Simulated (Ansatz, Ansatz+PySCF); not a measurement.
```yaml
atoms:
  - { symbol: C, position_ang: [0.0000, -0.0001, -1.4024] }
  - { symbol: C, position_ang: [0.0000, 0.0000, -0.0828] }
  - { symbol: S, position_ang: [0.0000, 0.0001, 1.4852] }
```

Basis set: def2-SVP (spherical functions). Left uncorrelated: 7 orbitals. Correlation on ROHF uses semicanonical orbitals with singles. Charge 0, multiplicity 3.

Computed with Ansatz (development build ahead of 0.2.0); each method stands on the lowest determinant of its kind that the runs found.

Give the atomization energy at this shape (free ground-state atoms in the same class of orbitals less the molecule, no zero-point energy) of triplet C₂S by ROHF-CCSD(T), ROHF-MP2, UHF-MP2, ROHF, UHF.

```
      method  atomization energy
ROHF-CCSD(T)       1058.7 kJ/mol
    ROHF-MP2       1106.9 kJ/mol
     UHF-MP2       1086.8 kJ/mol
        ROHF        710.4 kJ/mol
         UHF        724.1 kJ/mol
```

Caution for UHF-MP2, UHF: the unrestricted determinant is spin contaminated.
